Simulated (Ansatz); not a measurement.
[Te3]2- (Te₃²⁻). The state is a singlet with charge -2. Geometry relaxed at B3LYP-D4/def2-SVPD.

```
atom    x (Å)    y (Å)    z (Å)
 Te1   1.3822   1.2103  -1.5996
 Te2  -0.0982  -0.9099  -0.4486
 Te3  -1.2839  -0.3004   2.0482
```

In the def2 sets Te takes a core potential; there is no spin–orbit coupling. A multiply charged anion in the gas phase is held together partly by the finite basis. Removing one electron lowers the energy by 1.56 eV at PBE0-D4/def2-TZVPD, so it isn't bound.

Question: Estimate the harmonic wavenumbers at RKS B3LYP-D4/def2-SVPD (Ansatz, unscaled). Is this a minimum?

Answer: 53, 157, 162 cm⁻¹. Yes, no mode is imaginary beyond noise. Zero-point energy 2.2 kJ/mol. It took 14 s on 4 threads of Arm Neoverse V1 on a shared host.
